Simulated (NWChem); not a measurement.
System: SiN, doublet; SMILES N#[Si]

Input file for NWChem:

```
start job
memory heap 200 mb stack 900 mb global 1100 mb
geometry units angstroms noautoz
  Si     0.000000     0.000000    -0.526387
  N      0.000000     0.000000     1.048508
end
basis spherical
  * library def2-svp
end
dft
  odft
  mult 2
  xc b3lyp
  iterations 150
  mulliken
end
task dft energy
```

The geometry was optimised at PBE0/def2-SVP, spin-unrestricted. No stability test was run on the SCF state.

Q: What results follow from this input? (B3LYP/def2-SVP, spin-unrestricted.) Quantities: energy (Ha); highest occupied level (eV); lowest empty minus highest occupied level, either spin (eV); dipole (D); <S²>.

A: 
| Quantity | Value |
|---|---|
| energy (Ha) | -344.00 |
| highest occupied level (eV) | -7.54 |
| lowest empty minus highest occupied level, either spin (eV) | 2.70 |
| dipole (D) | 2.33 |
| <S²> | 0.774 |
